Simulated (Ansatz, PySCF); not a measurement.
Process, species as SMILES: O=CO + 3 [H][H] (H2) → C (CH4) + 2 O (H2O)
Geometries: B3LYP-D3(BJ)/def2-TZVP minima from Ansatz (a quantum-chemistry and plane-wave program), one conformer each, not searched for the lowest.

Wanted: energy of full hydrogenation (enthalpy at 298 K, with B3LYP-D3(BJ) rigid-rotor harmonic-oscillator terms from PySCF), in kcal/mol. Cores are frozen in the correlated levels unless marked. No spin-orbit coupling. No relativistic terms. CBS marks a two-point X^-3 extrapolation of the correlation energy; Hartree-Fock from the larger set.

```
level                                program  energy of full hydrogenation (kcal/mol)
----------------------------  --------------  ---------------------------------------
BLYP/def2-TZVPD                       Ansatz                                    -33.0
PBE0/def2-TZVPD                       Ansatz                                        ?
BHLYP-D3(BJ)/def2-TZVPD       Ansatz + dftd3                                        ?
TPSSh/def2-TZVPD                       PySCF                                    -32.4
PW6B95-D3(BJ)/def2-TZVPD       PySCF + dftd3                                    -39.0
B2GP-PLYP/def2-TZVPD                  Ansatz                                    -39.7
CCSD/STO-3G                           Ansatz                                     -4.4
CCSD(T)/CBS(cc-pVTZ,cc-pVQZ)          Ansatz                                        ?
```

Task: What belongs in the gaps?

Result: 
- PBE0/def2-TZVPD, energy of full hydrogenation (kcal/mol): -43.3
- BHLYP-D3(BJ)/def2-TZVPD, energy of full hydrogenation (kcal/mol): -43.6
- CCSD(T)/CBS(cc-pVTZ,cc-pVQZ), energy of full hydrogenation (kcal/mol): -42.9
